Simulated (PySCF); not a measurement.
H₇N₄Ta, SMILES [NH]=[Ta]([NH2])([NH2])[NH2], multiplicity 1. Geometry: B3LYP-D3(BJ)/def2-SVP. The multiplicity is an assumed one; other spin states were not compared. The def2 effective core potentials stand for the cores of Ta; spin–orbit coupling is left out. The values are those of a single conformer.

Level of theory: PySCF with B3LYP-D3(BJ)/def2-SVP.

Harmonic wavenumbers (cm⁻¹): 150, 150, 173, 186, 186, 287, 287, 301, 468, 482, 482, 538, 538, 567, 567, 580, 653, 653, 656, 974, 1516, 1516, 1518, 3534, 3535, 3538, 3624, 3624, 3624, 3663. Rotational constants (GHz): 2.930, 2.930, 2.668; symmetry number 3.

Question: Work out the zero-point energy and the ideal-gas rigid-rotor harmonic-oscillator thermochemistry at 298.15 K and 1 atm.

Answer: ZPE = ½ Σ hcν = ½ × 38567 cm⁻¹ = 230.68 kJ/mol. H − E(el) = 257.54 kJ/mol. Entropy in J/(mol K): translation 177.31, rotation 104.01, vibration 95.03, total 376.35. G − E(el) = 145.33 kJ/mol. Cp = 147.75 J/(mol K).
